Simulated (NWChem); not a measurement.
CH$_{4}$BClO; SMILES CB(Cl)O

```xyz
8

B      0.0860    -0.4361    -0.0012
Cl    -0.0851     1.3460    -0.0001
C     -1.1810    -1.3480    -0.0003
H     -1.7908    -1.1523     0.8968
H     -0.9194    -2.4151    -0.0254
H     -1.8247    -1.1161    -0.8638
O      1.3274    -0.9557     0.0000
H      2.0192    -0.2840     0.0017
```
Atoms are numbered in this order, from 1.

Computed with NWChem. Geometry: optimised at PBE0/def2-SVP.

Taking Hartree-Fock/def2-TZVPP as the yardstick, which of these has the fewest basis functions while keeping “highest occupied level (eV)” within 0.05 eV of it: Hartree-Fock/def2-SVPD; Hartree-Fock/def2-TZVP; Hartree-Fock/def2-SVP?

Hartree-Fock/def2-TZVP.
```csv
level,basis functions,highest occupied level (eV),relative time (rough)
Hartree-Fock/def2-SVP,80,-12.19,1
Hartree-Fock/def2-SVPD,122,-12.38,3
Hartree-Fock/def2-TZVP,154,-12.31,8
Hartree-Fock/def2-TZVPP,191,-12.31,6
```

The yardstick is one finite set, not the basis-set limit.
